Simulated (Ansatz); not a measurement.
Geometry optimisation, RKS r2SCAN-D4/def2-SVP (Ansatz).

input.yaml

```yaml
crystal:
  periodic: [false, false, false]
  atoms:
    - { symbol: Mg, position_ang: [-0.2573, -0.3453, 0.1296] }
    - { symbol: H, position_ang: [1.0279, -1.249, 1.7675] }
    - { symbol: C, position_ang: [-1.1879, -0.707, -1.7021] }
    - { symbol: H, position_ang: [0.3683, 1.3027, 1.2079] }
    - { symbol: F, position_ang: [-0.7881, 1.5539, 1.4058] }
    - { symbol: H, position_ang: [1.2976, -0.3613, 1.4539] }
    - { symbol: O, position_ang: [1.4492, 0.7495, 0.8217] }
    - { symbol: H, position_ang: [-0.5563, -1.3049, -2.3532] }
    - { symbol: H, position_ang: [-2.1397, -1.2215, -1.606] }
    - { symbol: H, position_ang: [-1.3778, 0.238, -2.2036] }
    - { symbol: H, position_ang: [2.1641, 1.3451, 1.0785] }
basis:
  gaussian: { orbitals: def2-SVP }
hamiltonian:
  xc: r2scan
  dispersion: d4
relax:
  f_tol: 0.15
  max_steps: 25
  restrain:
    - { distance: [0, 4], at: 1.98, k: 30.0 }
    - { distance: [3, 6], at: 0.97, k: 30.0 }
    - { distance: [5, 1], at: 0.62, k: 30.0 }
    - { distance: [0, 1], at: 3.02, k: 30.0 }
    - { distance: [3, 4], at: 2.18, k: 30.0 }
    - { distance: [5, 6], at: 2.27, k: 30.0 }
```

Command:

```bash
$ ansatz run input.yaml --threads 2 --pin off --max-ram 3072MiB --backend cpu --events-out ev --progress --plain --runs-dir out
```

Problem. Where does it end, and by what steps?

Solution. It converged. The restraints hold the end off the free minimum. After 10 steps the energy has fallen by 1.691 eV (the restraints' own energy left out); Mg1 moved furthest, 0.88 Å. Parted: Mg1–H4, Mg1–H6. Joined: H2–H6, H4–O7.

```json
{"step": "0", "energy less start (eV)": "0.0000", "largest force component (eV/Å)": "2.081", "accepted": "yes"}
{"step": "1", "energy less start (eV)": "-0.5068", "largest force component (eV/Å)": "2.455", "accepted": "yes"}
{"step": "2", "energy less start (eV)": "-0.6734", "largest force component (eV/Å)": "3.787", "accepted": "yes"}
{"step": "3", "energy less start (eV)": "-0.9367", "largest force component (eV/Å)": "3.545", "accepted": "yes"}
{"step": "4", "energy less start (eV)": "-1.2655", "largest force component (eV/Å)": "2.985", "accepted": "yes"}
{"step": "5", "energy less start (eV)": "-1.5113", "largest force component (eV/Å)": "1.660", "accepted": "yes"}
{"step": "6", "energy less start (eV)": "-1.6168", "largest force component (eV/Å)": "1.270", "accepted": "no"}
{"step": "7", "energy less start (eV)": "-1.5885", "largest force component (eV/Å)": "1.820", "accepted": "yes"}
{"step": "8", "energy less start (eV)": "-1.6505", "largest force component (eV/Å)": "1.893", "accepted": "yes"}
{"step": "9", "energy less start (eV)": "-1.6773", "largest force component (eV/Å)": "2.137", "accepted": "yes"}
{"step": "10", "energy less start (eV)": "-1.6914", "largest force component (eV/Å)": "2.254", "accepted": "yes"}
```

```xyz
11
Properties=species:S:1:pos:R:3
Mg -0.655 0.434 0.066
H 0.894 -1.491 1.803
C -1.094 -0.651 -1.666
H 1.022 1.582 1.458
F -1.121 1.309 1.719
H 1.115 -0.855 1.606
O 1.223 1.182 0.593
H -0.229 -1.215 -2.059
H -1.906 -1.386 -1.519
H -1.423 0.013 -2.487
H 2.175 1.077 0.486
```

The run took 30 s on 2 threads of Arm Neoverse V2 (shared host), peak memory 0.17 GiB.
